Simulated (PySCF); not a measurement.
Cl, charge +1, triplet; PySCF with MP2/pc-2.

Input for PySCF:
```python
from pyscf import gto, scf, mp

mol = gto.Mole()
mol.atom = '''
    Cl    0.000000    0.000000    0.000000
'''
mol.basis = 'pc-2'
mol.charge = 1
mol.spin = 2
mol.verbose = 4
mol.build()

mf = scf.UHF(mol)
mf.kernel()

pt = mp.MP2(mf, frozen=5)
pt.kernel()
print('E(MP2) = %.10f' % pt.e_tot)
mf.analyze()
```

Q: Predict the main parts of the log of this PySCF run.

A: 
```
PySCF version 2.14.0

[INPUT] verbose = 4
[INPUT] num. atoms = 1
[INPUT] num. electrons = 16
[INPUT] charge = 1
[INPUT] spin (= nelec alpha-beta = 2S) = 2
[INPUT] symmetry False subgroup None
[INPUT] Mole.unit = angstrom
[INPUT] Symbol           X                Y                Z      unit          X                Y                Z       unit  Magmom
[...]
nuclear repulsion = 0
number of shells = 4
number of NR pGTOs = 60
number of NR cGTOs = 34
basis = pc-2
ecp = {}

******** <class 'pyscf.scf.uhf.UHF'> ********
method = UHF
initial guess = minao
damping factor = 0
level_shift factor = 0
DIIS = <class 'pyscf.scf.diis.CDIIS'>
diis_start_cycle = 1
diis_space = 8
diis_damp = 0
SCF conv_tol = 1e-09
SCF conv_tol_grad = None
SCF max_cycles = 50
direct_scf = True
direct_scf_tol = 1e-13
number electrons alpha = 9  beta = 7
Set gradient conv threshold to 3.16228e-05
init E= -459.258680719032

cycle= 1 E= -458.978984053558  delta_E= 0.28  |g|= 0.308  |ddm|= 0.711
cycle= 2 E= -459.04365481848  delta_E= -0.0647  |g|= 0.0823  |ddm|= 0.445
cycle= 3 E= -459.045933340359  delta_E= -0.00228  |g|= 0.0199  |ddm|= 0.0836
cycle= 4 E= -459.046262086153  delta_E= -0.000329  |g|= 0.00492  |ddm|= 0.0314
cycle= 5 E= -459.046281744682  delta_E= -1.97e-05  |g|= 0.000522  |ddm|= 0.00815
cycle= 6 E= -459.046281949017  delta_E= -2.04e-07  |g|= 4.25e-05  |ddm|= 0.000933
cycle= 7 E= -459.046281950629  delta_E= -1.61e-09  |g|= 7.05e-06  |ddm|= 8.6e-05
cycle= 8 E= -459.046281950682  delta_E= -5.22e-11  |g|= 1.5e-06  |ddm|= 1.34e-05
Extra cycle  E= -459.046281950683  delta_E= -1.71e-12  |g|= 6.48e-07  |ddm|= 2.16e-06
converged SCF energy = -459.046281950683  <S^2> = 2.0097896  2S+1 = 3.0065193

******** <class 'pyscf.mp.ump2.UMP2'> ********
nocc = (np.int64(4), np.int64(2)), nmo = (29, 29)
frozen orbitals 5
E(UMP2) = -459.163112681562  E_corr = -0.116830730878943
E(SCS-UMP2) = -459.162970062736  E_corr = -0.11668811205229
E_corr(same-spin) = -0.0271254980797399
E_corr(oppo-spin) = -0.0897052327992028
E(MP2) = -459.1631126816
**** SCF Summaries ****
Total Energy =                        -459.046281950683294
Nuclear Repulsion Energy =               0.000000000000000
One-electron Energy =                 -627.451969182036009
Two-electron Energy =                  168.405687231352715
Two-electron Coulomb Energy =          195.672778949209345
DFT Exchange-Correlation Energy =      -27.267091717856630
**** MO energy ****
                             alpha | beta                alpha | beta
[...]
To work with the spin densities directly, `use mulliken_meta_spin()` only printing them here.

 ** Mulliken spin pop alpha/beta on meta-lowdin orthogonal AOs **
 ** Mulliken Spin Density (per AO)  **
spin_pop of  0 Cl 1s       -0.00000
spin_pop of  0 Cl 2s        0.00000
spin_pop of  0 Cl 3s        0.00024
spin_pop of  0 Cl 4s        0.00101
spin_pop of  0 Cl 5s        0.00001
spin_pop of  0 Cl 2px       0.00002
spin_pop of  0 Cl 2py       0.00002
spin_pop of  0 Cl 2pz       0.00000
spin_pop of  0 Cl 3px       0.98047
spin_pop of  0 Cl 3py       0.97311
spin_pop of  0 Cl 3pz       0.01335
spin_pop of  0 Cl 4px       0.01457
spin_pop of  0 Cl 4py       0.01448
spin_pop of  0 Cl 4pz       0.00304
spin_pop of  0 Cl 5px       0.00004
spin_pop of  0 Cl 5py       0.00004
spin_pop of  0 Cl 5pz       0.00000
spin_pop of  0 Cl 3dxy     -0.00000
spin_pop of  0 Cl 3dyz     -0.00004
spin_pop of  0 Cl 3dz^2    -0.00116
spin_pop of  0 Cl 3dxz     -0.00002
spin_pop of  0 Cl 3dx2-y2   -0.00000
spin_pop of  0 Cl 4dxy     -0.00000
spin_pop of  0 Cl 4dyz     -0.00000
spin_pop of  0 Cl 4dz^2    -0.00003
spin_pop of  0 Cl 4dxz     -0.00000
spin_pop of  0 Cl 4dx2-y2   -0.00000
spin_pop of  0 Cl 4f-3      0.00000
spin_pop of  0 Cl 4f-2      0.00001
spin_pop of  0 Cl 4f-1      0.00024
spin_pop of  0 Cl 4f+0      0.00036
spin_pop of  0 Cl 4f+1      0.00024
spin_pop of  0 Cl 4f+2      0.00001
spin_pop of  0 Cl 4f+3      0.00000
 ** Mulliken Spin Density (per atom)  **
spin density of  0 Cl =      2.00000
 ** Mulliken pop alpha/beta on meta-lowdin orthogonal AOs **
 ** Mulliken pop       alpha | beta **
[...]
In total             9.00000 | 7.00000
 ** Mulliken atomic charges   ( Nelec_alpha | Nelec_beta ) **
charge of  0Cl =      1.00000  (     9.00000      7.00000 )

WARN: System has nonzero charge 1; the dipole moment is origin-dependent.
Location of origin: [0. 0. 0.]

Dipole moment(X, Y, Z, Debye): -0.00000,  0.00000,  0.00000
```
